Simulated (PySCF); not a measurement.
Species: C5H8OSi.
Numbering: `[CH2:1]=[CH:2][O:3][SiH2:4][C:5]#[C:6][CH3:7]` (hydrogens: H8, H9 on C1; H10 on C2; H11, H12 on Si4; H13, H14, H15 on C7)

Structure used (PBE0-D3(BJ)/def2-SVP), in Å, numbered top down from 1:
```xyz
15
C5H8OSi angstrom
C     -2.1018    0.6937    0.8131
C     -2.5359    0.3786   -0.4100
O     -1.9756   -0.4952   -1.2704
Si    -0.6788   -1.5230   -0.9693
C      0.8560   -0.5923   -0.6567
C      1.8808    0.0288   -0.4303
C      3.0970    0.7722   -0.1652
H     -1.1942    0.2663    1.2481
H     -2.6594    1.4195    1.4061
H     -3.4376    0.8362   -0.8324
H     -0.5538   -2.3343   -2.2054
H     -0.9902   -2.3733    0.2152
H      3.9162    0.0951    0.1227
H      3.4173    1.3344   -1.0561
H      2.9465    1.4913    0.6550
```

Level: wB97X-D/def2-SVPD in PySCF, non-relativistic, on one gas-phase PBE0-D3(BJ)/def2-SVP geometry that isn't relaxed in the solvent. The solvent is an IEF-PCM continuum (van der Waals radii × 1.2), and excitations are vertical TDDFT with non-equilibrium linear response and a frozen core. Specific hydrogen bonds and non-electrostatic terms are outside this model.

```
run  E − E(gas) (kJ/mol)  HOMO (eV)  HOMO–LUMO gap (eV)  dipole (D)  lowest singlet (eV)  static polarisability (au)
gas                 0.00      -8.72               10.14        2.25                 5.74                        89.5
  P               -16.60      -8.92               10.28        2.81                 5.76                       117.4
  Q                -7.68      -8.80               10.21        2.53                 5.75                       101.4
```

The runs were made in acetone and benzene. Which run belongs to which solvent?

P = acetone, Q = benzene. The dielectric constants are 2.271 (benzene), 20.49 (acetone), and the energy falls further as ε rises. The optical constants n² used for the excitations are 2.25, 1.85 in the same order. In this model the ground state sees the solvent through ε alone.

How constant is the ratio of the lowering to (ε − 1)/(2ε + 1)?

| solvent | (ε − 1)/(2ε + 1) | E − E(gas) (kJ/mol) | ratio (kJ/mol) | polarisation term (kJ/mol) |
| --- | --- | --- | --- | --- |
| benzene | 0.229 | -7.68 | -33.5 | -8.17 |
| acetone | 0.464 | -16.60 | -35.8 | -18.97 |

The ratio changes by +6.8 % in size from benzene to acetone. The polarisation term is half the interaction of the solute with the induced surface charges.

Note: wB97X-D ran without an empirical dispersion term, which enters the total energy and its gradient alone.
